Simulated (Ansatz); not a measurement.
`[NH2][Mo](=[O])([F])=[S]`, relaxed with RKS PBE0-D4/def2-TZVP in the Gaussian-basis code of Ansatz from a PBE-D4/def2-SVP geometry. The force threshold is 0.005 eV/Å; the program also tests the step.

Total charge 0; spin multiplicity 1. Mo: def2 effective core potential.

Start:

```xyz
7

N     0.835   -0.673   -0.521
Mo   -0.431    0.463    0.369
O    -0.447    0.012    1.999
F     0.062    2.252    0.189
S    -2.344    0.125   -0.528
H     1.567   -1.186   -0.016
H     0.757   -0.994   -1.493
```

```json
{"step": "1", "energy (eV)": "-18975.1533", "largest force (eV/Å)": "1.190", "largest move (Å)": "0.000"}
{"step": "2", "energy (eV)": "-18975.1993", "largest force (eV/Å)": "0.517", "largest move (Å)": "0.046"}
{"step": "3", "energy (eV)": "-18975.2059", "largest force (eV/Å)": "0.090", "largest move (Å)": "0.013"}
{"step": "4", "energy (eV)": "-18975.2061", "largest force (eV/Å)": "0.022", "largest move (Å)": "0.007"}
{"step": "5", "energy (eV)": "-18975.2062", "largest force (eV/Å)": "0.011", "largest move (Å)": "0.002"}
{"step": "6", "energy (eV)": "-18975.2062", "largest force (eV/Å)": "0.001", "largest move (Å)": "0.001"}
```

End:

```xyz
7

N     0.835   -0.665   -0.521
Mo   -0.428    0.455    0.364
O    -0.446    0.012    1.972
F     0.059    2.230    0.193
S    -2.314    0.128   -0.520
H     1.553   -1.166   -0.017
H     0.741   -0.994   -1.471
```

Run time 25 s (4 threads of an Arm Neoverse V1 on a shared host); peak host memory 0.45 GiB.
